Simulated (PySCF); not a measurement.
C₄H₅Cl. Atoms are numbered in the order given.

```xyz
10

C     -2.7793     0.4985     0.1345
C     -1.7267    -0.5412    -0.1428
C     -0.4608    -0.2975    -0.4290
C      0.7968    -0.0479    -0.7252
Cl     2.0652     0.0914     0.4822
H     -2.3704     1.5243     0.0706
H     -3.6202     0.4063    -0.5854
H     -3.2118     0.3533     1.1473
H     -2.0516    -1.6002    -0.1003
H      1.1645     0.0917    -1.7548
```
Charge 0, spin multiplicity 1.

The structure is a stationary point at PBE-D3(BJ)/def2-SVP.

Calculation: PBE-D3(BJ)/def2-SVP run with PySCF.

Frequencies are harmonic and unscaled.

### Question
List the normal modes with their intensities. (The exact figures need the calculation; the answer reports its results.)

### Answer

```json
[
 {"mode": "1", "ν (cm⁻¹)": "111", "IR (km/mol)": "1.0", "moving atoms (share of kinetic energy)": "C 54 %, Cl 27 %, H 19 %"},
 {"mode": "2", "ν (cm⁻¹)": "150", "IR (km/mol)": "0.9", "moving atoms (share of kinetic energy)": "H 76 %, C 21 %"},
 {"mode": "3", "ν (cm⁻¹)": "199", "IR (km/mol)": "1.1", "moving atoms (share of kinetic energy)": "C 53 %, H 41 %"},
 {"mode": "4", "ν (cm⁻¹)": "279", "IR (km/mol)": "1.1", "moving atoms (share of kinetic energy)": "C 65 %, H 24 %, Cl 11 %"},
 {"mode": "5", "ν (cm⁻¹)": "473", "IR (km/mol)": "8.2", "moving atoms (share of kinetic energy)": "C 70 %, Cl 22 %, H 8 %"},
 {"mode": "6", "ν (cm⁻¹)": "539", "IR (km/mol)": "6.4", "moving atoms (share of kinetic energy)": "C 74 %, H 24 %"},
 {"mode": "7", "ν (cm⁻¹)": "694", "IR (km/mol)": "23.4", "moving atoms (share of kinetic energy)": "H 66 %, C 33 %"},
 {"mode": "8", "ν (cm⁻¹)": "739", "IR (km/mol)": "58.3", "moving atoms (share of kinetic energy)": "C 76 %, Cl 16 %, H 9 %"},
 {"mode": "9", "ν (cm⁻¹)": "837", "IR (km/mol)": "22.5", "moving atoms (share of kinetic energy)": "H 88 %, C 12 %"},
 {"mode": "10", "ν (cm⁻¹)": "877", "IR (km/mol)": "43.1", "moving atoms (share of kinetic energy)": "C 54 %, H 45 %"},
 {"mode": "11", "ν (cm⁻¹)": "998", "IR (km/mol)": "0.2", "moving atoms (share of kinetic energy)": "H 64 %, C 36 %"},
 {"mode": "12", "ν (cm⁻¹)": "1050", "IR (km/mol)": "1.9", "moving atoms (share of kinetic energy)": "C 51 %, H 49 %"},
 {"mode": "13", "ν (cm⁻¹)": "1119", "IR (km/mol)": "0.6", "moving atoms (share of kinetic energy)": "H 69 %, C 30 %"},
 {"mode": "14", "ν (cm⁻¹)": "1200", "IR (km/mol)": "35.4", "moving atoms (share of kinetic energy)": "H 84 %, C 16 %"},
 {"mode": "15", "ν (cm⁻¹)": "1330", "IR (km/mol)": "1.6", "moving atoms (share of kinetic energy)": "H 79 %, C 21 %"},
 {"mode": "16", "ν (cm⁻¹)": "1365", "IR (km/mol)": "3.4", "moving atoms (share of kinetic energy)": "H 51 %, C 49 %"},
 {"mode": "17", "ν (cm⁻¹)": "1401", "IR (km/mol)": "8.2", "moving atoms (share of kinetic energy)": "H 96 %"},
 {"mode": "18", "ν (cm⁻¹)": "1425", "IR (km/mol)": "12.4", "moving atoms (share of kinetic energy)": "H 69 %, C 31 %"},
 {"mode": "19", "ν (cm⁻¹)": "2015", "IR (km/mol)": "20.8", "moving atoms (share of kinetic energy)": "C 99 %"},
 {"mode": "20", "ν (cm⁻¹)": "2965", "IR (km/mol)": "20.3", "moving atoms (share of kinetic energy)": "H 97 %"},
 {"mode": "21", "ν (cm⁻¹)": "3036", "IR (km/mol)": "7.6", "moving atoms (share of kinetic energy)": "H 91 %, C 9 %"},
 {"mode": "22", "ν (cm⁻¹)": "3037", "IR (km/mol)": "4.9", "moving atoms (share of kinetic energy)": "H 92 %"},
 {"mode": "23", "ν (cm⁻¹)": "3089", "IR (km/mol)": "7.4", "moving atoms (share of kinetic energy)": "H 91 %, C 9 %"},
 {"mode": "24", "ν (cm⁻¹)": "3116", "IR (km/mol)": "3.0", "moving atoms (share of kinetic energy)": "H 91 %, C 9 %"}
]
```
